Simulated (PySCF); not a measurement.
**Where the electron goes**

C4H8F2Si.
Cartesian coordinates in Å at the PBE0-D3(BJ)/def2-SVP level; atoms count from 1:
```
atom  x, y, z in Å
C1    -1.0884    1.3481    0.9688
C2    -0.5418    0.4213    0.1687
Si3   -1.4701   -1.2021   -0.1087
C4     0.7707    0.6844   -0.5209
C5     1.8517   -0.3128   -0.1816
F6     1.4744   -1.5558   -0.5805
F7     2.9874   -0.0041   -0.8424
H8    -0.5941    2.3098    1.1566
H9    -2.0536    1.1940    1.4614
H10   -0.8883   -2.3256    0.6838
H11   -2.8827   -0.9930    0.3324
H12   -1.4516   -1.5735   -1.5553
H13    0.6509    0.6427   -1.6179
H14    1.1502    1.6876   -0.2696
H15    2.0771   -0.3603    0.8986
```

Computed with TDDFT CAM-B3LYP/def2-SVPD, vertical, gas phase, core orbitals frozen in the response (PySCF 2.14.0, density-fitted response routines).

Kohn–Sham orbitals with the atoms that hold most of them (Löwdin shares over 4%, at most four atoms; ? is withheld):

```tsv
orbital	ε (eV)	atoms
HOMO-3	-11.17	Si3 30%, H10 22%, H12 8%, H11 7%
HOMO-2	-11.00	Si3 38%, H11 27%, H12 19%
HOMO-1	-10.48	?
HOMO	?	C1 34%, C2 32%, Si3 7%, C4 6%
LUMO	0.42	?
LUMO+1	1.10	Si3 29%, C1 16%, C4 6%, H8 6%
LUMO+2	1.73	Si3 44%, H11 13%, H10 12%, H12 11%
```

**Question.** Give the leading atoms of the HOMO-1.

**Answer.** C2 (bonded to 2 C and Si) 31%; Si3 (bonded to C and 3 H) 22%; C1 (bonded to C and 2 H) 12%; C4 (bonded to 2 C and 2 H) 10%. By element: carbon 53% or more, silicon 22%.

**Question.** Which atoms hold the LUMO, and with what shares?

**Answer.** C1 (bonded to C and 2 H) 33%; C2 (bonded to 2 C and Si) 30%; Si3 (bonded to C and 3 H) 8%; H8 (bonded to C) 6%. By element: carbon 64% or more, silicon 8%, hydrogen 6% or more.

**Question.** What is the HOMO energy, and the HOMO–LUMO gap?

**Answer.** ε(HOMO) = -9.30 eV; the gap is 9.72 eV (0.3574 hartree).

**Question.** How does S1 compare with the orbital gap of 9.72 eV?

**Answer.** S1 is at 6.79 eV (f = 0.017), 2.93 eV below the gap, made of HOMO-1→LUMO (90%). Its leading pair isn't HOMO and LUMO; the energies of that pair differ by 10.90 eV. 

**Question.** Give energy, strength and leading configuration of S1, S2, S3 and S5, and follow the Löwdin shares of the leading atoms from the occupied to the empty orbital.

**Answer.** 
- S1 (6.79 eV, f 0.017), HOMO-1→LUMO (90%): C2 31% → 30%, Si3 22% → 8%, C1 12% → 33%
- S2 (6.96 eV, f 0.331), HOMO→LUMO (91%): C1 34% → 33%, C2 32% → 30%
- S3 (7.45 eV, f 0.010), HOMO→LUMO+1 (84%): C1 34% → 16%, C2 32% → at most 6%, Si3 7% → 29%
- S5 (8.22 eV, f 0.011), HOMO-2→LUMO (87%): Si3 38% → 8%, H11 27% → at most 7%, C1 at most 4% → 33%, C2 at most 4% → 30%

One conformer stands for the species.
